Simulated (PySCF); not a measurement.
C4H5Si, multiplicity 2. Atoms are numbered in the order given.

```xyz
10

C      1.3688     0.1256     0.0000
C      0.7927     1.3296     0.0000
C     -0.6983     1.2849     0.0000
C     -1.2903     0.0696     0.0000
Si     0.0751    -1.2255     0.0000
H      1.3196     2.2912     0.0000
H     -1.2596     2.2270     0.0000
H     -2.3760    -0.0470     0.0000
H      0.1138    -2.0864    -1.2177
H      0.1138    -2.0864     1.2177
```
Charge 0, spin multiplicity 2.

The structure is a stationary point at PBE0-D3(BJ)/def2-SVP. The isomer is the one that the SMILES or the coordinates give; other isomers of the formula were not compared.

Level of theory: PySCF with r2SCAN/def2-TZVP.

ESP charges are fitted to the potential on shells at 1.4 to 2.0 van der Waals radii. Atomic charges (e):

| atom | meta-Löwdin | Mulliken | ESP fit | Löwdin | Mulliken spin |
|---|---|---|---|---|---|
| C1 | -0.25 | -0.21 | -0.21 | -0.11 | 1.05 |
| C2 | -0.13 | -0.09 | -0.05 | -0.18 | -0.22 |
| C3 | -0.09 | -0.07 | -0.11 | -0.15 | 0.15 |
| C4 | -0.38 | -0.31 | -0.33 | -0.26 | -0.09 |
| Si5 | 0.62 | 0.37 | 0.36 | 0.33 | 0.05 |
| H6 | 0.13 | 0.12 | 0.14 | 0.14 | 0.04 |
| H7 | 0.12 | 0.11 | 0.14 | 0.14 | 0.01 |
| H8 | 0.13 | 0.12 | 0.17 | 0.13 | 0.01 |
| H9 | -0.08 | -0.03 | -0.05 | -0.02 | 0.00 |
| H10 | -0.08 | -0.03 | -0.05 | -0.02 | 0.00 |

Computed Mayer and Wiberg (Löwdin basis) orders of the bonds:
| bond | Mayer | Wiberg |
|---|---|---|
| C1–C2 | 1.84 | 2.12 |
| C2–C3 | 0.98 | 1.22 |
| C3–C4 | 1.84 | 1.99 |
| C1–Si5 | 1.00 | 1.16 |
| C4–Si5 | 0.98 | 1.08 |
| C2–H6 | 0.94 | 0.83 |
| C3–H7 | 0.94 | 0.84 |
| C4–H8 | 0.94 | 0.86 |
| Si5–H9 | 0.93 | 0.91 |
| Si5–H10 | 0.93 | 0.91 |
